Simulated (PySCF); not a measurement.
Diatomics of Si with the fourth-period p block

PBE with triple-zeta basis sets in PySCF, for the lowest determinant that a PBE0 search found; no spin–orbit coupling. De refers to high-spin ground-configuration atoms. A positive dipole means M(−)Si(+).

| M | basis | state (unpaired electrons) | Re (Å) | ωe (cm⁻¹) | De (eV) | μ (D) |
| --- | --- | --- | --- | --- | --- | --- |
| Ga | def2-TZVPP | quartet (σ ↑, π ↑↑) | 2.435 | 295 | 2.70 | -1.18 |
| As | x2c-TZVPPall | doublet (π ↑) | 2.199 | 475 | 3.61 | 0.52 |
| Se | x2c-TZVPPall | singlet (closed shell) | 2.082 | 559 | 5.80 | 1.21 |
| Br | def2-TZVPP | doublet (π ↑) | 2.250 | 407 | 4.07 | 0.68 |

Q: By what factor does the well depth vary along the series?

A: At PBE it runs from 2.70 eV (GaSi) to 5.80 eV (SiSe), a factor of 2.15.

The rows differ in basis set, which adds steps of its own.

The state changes along the series, so neighbouring rows are not always alike in their bonding.

Spin–orbit coupling is left out. States were picked by a PBE0 search and need not be the measured ground states.
